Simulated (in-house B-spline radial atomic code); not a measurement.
Configurations of Ge VIII (Ge7+), with energies counted from [Ar] 3d7. Method: Dirac-Hartree-Fock, average of configuration, Fermi nucleus of rms radius 4.0742 fm. Calculated with an all-electron radial atomic-structure program (B-spline basis). Energies include first-order Breit, QED and recoil terms.

Occupations are held fixed; configurations that lie above the ionisation limit could autoionise.

| configuration | E - E(ref) (eV) | highest orbital | its <r> (bohr) |
| --- | --- | --- | --- |
| [Ar] 3d6 4s1 | 63.695 | 4s1/2 | 1.47 |
| [Ar] 3d6 4p1 | 79.148 | 4p3/2 | 1.591 |
| [Ar] 3d6 6s1 | 139.95 | 6s1/2 | 4.34 |
| [Ar] 3d6 5f1 | 141.91 | 5f5/2 | 3.76 |
| [Ar] 3d6 5g1 | 142.9 | 5g9/2 | 3.43 |
| [Ar] 3d6 6f1 | 152.9 | 6f5/2 | 5.78 |
| [Ar] 3d6 7f1 | 159.54 | 7f5/2 | 8.178 |
| [Ne] 3s2 3p5 3d7 4f1 | 217.19 | 4f5/2 | 2.122 |
| [Ne] 3s2 3p5 3d7 5f1 | 237.23 | 5f5/2 | 3.755 |
| [Ne] 3s2 3p5 3d7 6g1 | 248.9 | 6g9/2 | 5.487 |
| [Ne] 3s2 3p5 3d7 7f1 | 254.89 | 7f5/2 | 8.172 |

**Question.** Order these further configurations by energy, lowest first.
A. [Ar] 3d6 5p1
B. [Ar] 3d6 7s1
C. [Ne] 3s2 3p5 3d7 6f1
D. [Ar] 3d6 5s1
E. [Ar] 3d6 6g1

**Answer.** D (117.11 eV), A (123.42 eV), B (151.91 eV), E (153.55 eV), C (248.24 eV).

**Question.** How far above the reference does [Ar] 3d6 7g1 lie?

**Answer.** 159.97 eV; its least bound orbital is 7g9/2 with <r> = 7.921 bohr.

**Question.** How far above the reference does [Ne] 3s2 3p5 3d7 6s1 lie?

**Answer.** 235.31 eV; its least bound orbital is 6s1/2 with <r> = 4.341 bohr.

**Question.** How far above the reference does [Ne] 3s2 3p5 3d7 7s1 lie?

**Answer.** 247.27 eV; its least bound orbital is 7s1/2 with <r> = 6.334 bohr.

**Question.** One of these lies 159.1 eV from the reference. Which?
A. [Ne] 3s2 3p5 3d7 4s1
B. [Ar] 3d6 7p1
C. [Ne] 3s2 3p5 3d7 5g1
D. [Ne] 3s2 3p5 3d7 5s1

**Answer.** A.
